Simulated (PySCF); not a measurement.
Structure from NMR data

An unknown has the formula C₄H₈F₂Si. Its calculated NMR data are:

¹H NMR (500 MHz, computed): δ 5.54 (m, 1H), 2.82 (m, 1H), 2.61 (m, 1H), 1.46 (s, 3H), 0.80 (m, 1H), 0.52 (m, 1H).

¹³C{¹H} NMR (computed): δ 126.8, 22.2, 15.5, 7.0.

[PySCF 2.14.0 with density-fitted response routines: geometry: GFN2-xTB; shieldings: GIAO PBE0/pcSseg-1; isolated molecule; single conformer; relativity neglected; rapidly exchanging positions averaged]

Chemical shifts δ = σref − σ; TMS for ¹H (31.72 ppm) and ¹³C (186.93 ppm), all at this level.

Problem. What is the structure?

Solution. 
1. Rings plus π bonds: 1 (1 ring in the answer).
2. 4 carbon signals for 4 carbons: no two carbons are equivalent.
3. Carbon types of the structure: 1 × C, 1 × CH, 1 × CH2, 1 × CH3, leaving 2 H on heteroatoms.
4. δC 126.8: sp3 CH bonded to 2 F; 2 electronegative neighbours deshield it.
5. δC 22.2, 7.0: three-membered-ring carbon; carbons of three-membered rings are unusually shielded.
6. δC 15.5: methyl carbon; aliphatic region, no heteroatom directly attached.
7. δH 5.54: hydrogen on an sp3 CH bonded to 2 F; its carbon carries F, an electronegative neighbour.
8. δH 2.82, 2.61: hydrogen on a silicon bonded to 2 C, in a 3-membered ring.
9. δH 1.46: hydrogen on a methyl carbon.
10. δH 0.80, 0.52: hydrogen on a three-membered-ring carbon; cyclopropane-type protons are shielded by the ring.

These data were computed for `C[C@@]1(C(F)F)C[SiH2]1`.

This is the structure that produced the data.

Splittings by ¹⁹F in the carbon and heteronuclear signals aren't shown, as no couplings were computed. Shifts are as computed. Against solution values, carbons near 30 ppm lie about +3 ppm off and those near 130 ppm about +5 ppm. Of 1211 compounds with measured shifts, 218 miss one by over three times the rms of a fit or turn the order of signals round; such compounds aren't used in these exercises. No couplings were computed; multiplicities are counted from neighbouring protons, with m where these are inequivalent, close in shift, in a saturated or five-membered ring or joined by F or P, and br s for small geminal =CH2 splittings.
